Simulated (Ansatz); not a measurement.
`[NH2][Sc]([NH2])[F]` and `[NH2][Y]([NH2])[F]` differ in one element.

Ansatz, PBE0-D4/def2-TZVP geometries, multiplicity 1. Each molecule was computed in one conformer, which needn't be the lowest.

Elements past krypton have def2 core potentials. Scalar relativity is left out up to krypton.

| property | `[NH2][Sc]([NH2])[F]` |
| --- | --- |
| HOMO–LUMO gap (ωB97M-V/def2-TZVPP) / eV | 9.47 |
| LUMO energy (PBE/def2-TZVPP) / eV | -2.33 |
| size of the dipole moment (B3LYP/def2-TZVPP) / D | 2.23 |
| HOMO–LUMO gap (B3LYP/def2-TZVPP) / eV | 5.04 |
| HOMO–LUMO gap (PBE/def2-TZVPP) / eV | 3.42 |
| LUMO energy (PBE0/def2-TZVPP) / eV | -1.46 |

(1) Give the same properties after the change, and the shifts. (Best estimate.)

Answers

(1) Ansatz gave: 
```
                                        property  `[NH2][Y]([NH2])[F]`  shift
         HOMO–LUMO gap (ωB97M-V/def2-TZVPP) / eV                  8.87  -0.60
               LUMO energy (PBE/def2-TZVPP) / eV                 -2.22   0.11
size of the dipole moment (B3LYP/def2-TZVPP) / D                  2.12  -0.11
           HOMO–LUMO gap (B3LYP/def2-TZVPP) / eV                  4.69  -0.35
             HOMO–LUMO gap (PBE/def2-TZVPP) / eV                  3.19  -0.23
              LUMO energy (PBE0/def2-TZVPP) / eV                 -1.48  -0.02
```

Dipoles are sizes alone; their direction can turn.

B3LYP here is the variant with VWN-RPA as its local correlation; programs differ in this.
